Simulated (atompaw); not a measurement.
Which change was made? (Mo, PAW (atompaw))

```json
{
  "Element": "Mo",
  "Generator": "atompaw 4.2.0.5",
  "Type": "PAW",
  "Functional": "PBE",
  "Relativity": "scalar-relativistic",
  "Frozen core": "[Ar] 3d10 4s2",
  "Valence charge": "12",
  "Reference configuration": "4p6 4d4.5 5s0 5p0 (charge +1.5)",
  "Partial waves": "5s (bound, empty): rc 2.85 bohr; 5s channel at -0.4 Ry: rc 2.85 bohr; 4p (bound): rc 2.05 bohr; 5p (bound, empty): rc 2.85 bohr; 4d (bound): rc 2.85 bohr; 4d channel at 0.75 Ry: rc 2.85 bohr",
  "Local potential": "troulliermartins scheme with l = 3 at -0.5 Ry, radius 2.40 bohr",
  "Core correction": "smooth core density matched at 2.65 bohr",
  "Augmentation charge": "besselshape compensation charge, radius 2.65 bohr; PAW radius 2.85 bohr; waves and projectors: custom rrkj gramschmidtortho"
}
```

Cutoffs, loose and tight: the cutoffs (Ry, on a coarse ladder) from which the occupation-weighted sum of valence levels, in a spherical-Bessel basis at the reference potential, stays within 10 and 1 mRy of its value at 400 Ry. They see the waves, projectors and local potential, not the compensation charge or the core.

The base gives: outcome: generated; cutoff, loose: 21 Ry; cutoff, tight: 35 Ry; bound ghosts: s.

**Question.** After one change the result is: outcome: generated; cutoff, loose: 25 Ry; cutoff, tight: 55 Ry; bound ghosts: s. Which change was it?
A. augmentation besselshape compensation charge, radius 2.65 bohr; PAW radius 2.85 bohr; waves and projectors: custom polynom2 7 10 vanderbiltortho
B. wave 5s (bound): rc 2.85 bohr becomes 5s (bound): rc 1.84 bohr
C. all radii scaled by about 1.22 (s 3.48, p 2.50, d 3.48 bohr); local potential troulliermartins scheme with l = 3 at -0.5 Ry, radius 2.94 bohr; augmentation besselshape compensation charge, radius 3.24 bohr; PAW radius 3.48 bohr; waves and projectors: custom rrkj gramschmidtortho; core correction smooth core density matched at 3.24 bohr

**Answer.** A. The others give: wave 5s (bound): rc 2.85 bohr becomes 5s (bound): rc 1.84 bohr → outcome: failed: atompaw: The overlap operator has at least one negative eigenvalue! | all radii scaled by about 1.22 (s 3.48, p 2.50, d 3.48 bohr); local potential troulliermartins scheme with l = 3 at -0.5 Ry, radius 2.94 bohr; augmentation besselshape compensation charge, radius 3.24 bohr; PAW radius 3.48 bohr; waves and projectors: custom rrkj gramschmidtortho; core correction smooth core density matched at 3.24 bohr → outcome: generated; cutoff, loose: 15 Ry; cutoff, tight: 21 Ry; bound ghosts: s.
